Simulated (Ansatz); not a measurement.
Species: HBOCl, charge 0, doublet. HBOCl (SMILES [O]BCl, doublet).
B3LYP-D3(BJ)/def2-TZVP minimum from Ansatz (a program for electronic structure):
```xyz
4

B     -0.5604    -0.5410    -0.1875
H     -1.7075    -0.7935     0.0682
Cl     0.2549     0.8449     0.5331
O      0.0222    -1.3581    -1.0243
```
Charge 0, spin multiplicity 2.

Total energies in cc-pV(D+d)Z, 17 correlated electrons, 7 frozen orbitals. Open shells are spin-unrestricted; no spin-orbit coupling. Correlated methods leave the cores frozen. No relativity.

| method | program | energy (Eh) | minus CCSDT(Q) (mEh) |
|---|---|---|---|
| HF | Ansatz | -559.68476 | 407.86 |
| MP2 | Ansatz | -560.04395 | 48.68 |
| CCSD | Ansatz | -560.08035 | 12.28 |
| CCSD(T) | Ansatz | -560.09052 | 2.10 |
| CCSDT(Q) | Ansatz | -560.09262 | 0.00 |
